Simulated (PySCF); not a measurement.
Potential energy of RbF along the bond

Set-up: Rb def2-SVPD with ECP28, F def2-SVPD; scalar-relativistic core potentials (PySCF 2.14). Energies in eV from Rb + F in their ground configurations at the same level. State: ¹Σ⁺ (singlet), closed shell.

Curves on a restricted Hartree–Fock reference rise too fast on stretching and do not dissociate correctly.

```
R (Å)    PBE0  r²SCAN  RHF-MP2   B3LYP
2.029  -4.149  -4.271   -4.339  -4.175
2.123  -4.519  -4.653   -4.757  -4.563
2.217  -4.715  -4.860   -4.991  -4.774
2.288  -4.781  -4.933   -5.080  -4.851
2.359  -4.799  -4.957   -5.116  -4.877
2.430  -4.779  -4.943   -5.112  -4.866
2.524  -4.714  -4.883   -5.063  -4.810
2.642  -4.590  -4.765   -4.952  -4.696
2.784  -4.408  -4.587   -4.780  -4.524
2.972  -4.144  -4.326   -4.520  -4.269
```

Q: Put a parabola through the three lowest points of the PBE0 curve and estimate Re, k and ωe (reduced mass 15.52 u; 1 eV/Å² = 0.16022 mdyn/Å; ωe = 1302.8·√(k/μ) cm⁻¹).

A: Through R = 2.288, 2.359, 2.43 Å the second-order coefficient is 3.77 eV/Å², so Re ≈ 2.357 Å, k ≈ 1.21 mdyn/Å and ωe ≈ 363 cm⁻¹. A polynomial fit of higher order to the unrounded PBE0 energies gives Re = 2.353 Å, k = 1.19 mdyn/Å, ωe = 360 cm⁻¹; anharmonicity and rounding make the difference.

The higher-order fit for each curve: PBE0: Re = 2.353 Å, ωe = 360 cm⁻¹, De = 4.80 eV; r²SCAN: Re = 2.364 Å, ωe = 356 cm⁻¹, De = 4.96 eV; RHF-MP2: Re = 2.386 Å, ωe = 353 cm⁻¹, De = 5.12 eV; B3LYP: Re = 2.370 Å, ωe = 352 cm⁻¹, De = 4.88 eV.

Correlated steps freeze 1 core orbital. Correlated levels converge slowly with the basis: in double zeta they bind strong bonds too weakly, by up to about 1 eV, and carry superposition errors of some tenths. Where the molecule has an RHF reference, its open-shell atoms are computed with UHF.
